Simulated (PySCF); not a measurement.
Steps of a relaxation of [Bi(NH3)]3+

[Bi(NH3)]3+ (singlet). PySCF 2.14.0, RKS BP86, Bi def2-SVP with ECP60, N def2-SVP, H def2-SVP; non-relativistic Hamiltonian with scalar-relativistic core potentials where named; density fitting; no spin-orbit coupling. Origin of the start: template. Columns: position (Å) and force (eV/Å). Energies are counted from the last step; some of the 5 steps are shown. Forces carry noise of the integration grid, about 0.01 to 0.03 eV/Å.

Run from Python with OMP_NUM_THREADS=2. Where DIIS fails, smearing, a level shift and second-order steps follow.
It took 4.7 s on 2 threads of Arm Neoverse V1, on a shared host, from the converged density of the start.

```xyz
5
step 0  E = 0.108 eV
Bi    0.0000    0.0000   -0.1831     0.00    0.00   -0.06
N     0.0000    0.0000    2.1769     0.00    0.00   -1.76
H     0.9392    0.0000    2.5749     1.59    0.00    0.61
H    -0.4696    0.8133    2.5749    -0.80    1.38    0.61
H    -0.4696   -0.8134    2.5749    -0.80   -1.38    0.61
```

```xyz
5
step 1  E = 0.002 eV
Bi    0.0000    0.0000   -0.1844     0.00    0.00   -0.02
N     0.0000    0.0000    2.1716     0.00    0.00   -0.30
H     0.9794    0.0000    2.5770     0.11    0.00    0.11
H    -0.4897    0.8481    2.5770    -0.05    0.09    0.11
H    -0.4896   -0.8482    2.5770    -0.05   -0.09    0.11
```

```xyz
5
step 3  E = 0.000 eV
Bi    0.0000    0.0000   -0.1894     0.00    0.00    0.01
N     0.0000    0.0000    2.1639     0.00    0.00   -0.01
H     0.9796    0.0000    2.5813    -0.01    0.00    0.00
H    -0.4898    0.8483    2.5813     0.00    0.00    0.00
H    -0.4898   -0.8484    2.5813     0.00    0.00    0.00
```

Question: Where does the relaxation end?

Answer: It converges at step 4 in C3v:
```xyz
5
step 4  E = 0
Bi    0.0000    0.0000   -0.1893
N     0.0000    0.0000    2.1636
H     0.9794    0.0000    2.5814
H    -0.4897    0.8481    2.5814
H    -0.4897   -0.8482    2.5814
```

Question: How did the contacts change?

Answer: 
```tsv
contact	start (Å)	end (Å)
Bi1–N2 (NH3)	2.360	2.353
```
